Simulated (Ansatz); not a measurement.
The cluster Rb₄H₄. Total charge 0; triplet. Geometry PBE0-D4/def2-SVP, that of the neutral singlet.

Cartesian coordinates in Å:
```
Rb -1.4382 1.5078 0.1417
Rb 1.4308 -1.5152 -0.1322
Rb 3.1275 0.5500 2.8599
Rb -3.1198 -0.5413 -2.8701
H -3.6156 1.5756 -1.4755
H 0.8898 0.8953 1.4650
H 3.6230 -1.5690 1.4672
H -0.8973 -0.9033 -1.4561
```

In the def2 sets Rb takes a core potential; there is no spin–orbit coupling. At PBE-D4/def2-TZVP, r2SCAN-D4/def2-TZVP the gap within one spin of the charge 0 triplet nearly closes, so an electron or hole may be smeared out by delocalisation error. At PBE0-D4/def2-TZVP a singlet of charge 0 lies 2.92 eV below the triplet at the same geometry. The structure comes from a short search, and lower isomers may exist.

Question: Estimate the α-spin orbital energies around the gap (eV) in Ansatz with PBE-D4/def2-TZVP, r2SCAN-D4/def2-TZVP, PBE0-D4/def2-TZVP.

Answer: 
```csv
orbital,PBE-D4/def2-TZVP,r2SCAN-D4/def2-TZVP,PBE0-D4/def2-TZVP
HOMO−5,-15.28,-15.87,-17.06
HOMO−4,-5.76,-6.18,-7.23
HOMO−3,-5.60,-6.10,-7.15
HOMO−2,-5.09,-5.34,-6.25
HOMO−1,-4.99,-5.19,-6.06
HOMO,-1.58,-1.55,-1.72
LUMO,-1.55,-1.52,-1.38
LUMO+1,-1.09,-0.84,-0.68
LUMO+2,-1.07,-0.64,-0.65
LUMO+3,-1.03,-0.61,-0.62
LUMO+4,-0.72,-0.58,-0.41
LUMO+5,-0.44,-0.30,-0.16
β HOMO,-4.61,-4.64,-5.02
β LUMO,-4.38,-4.43,-4.26
```
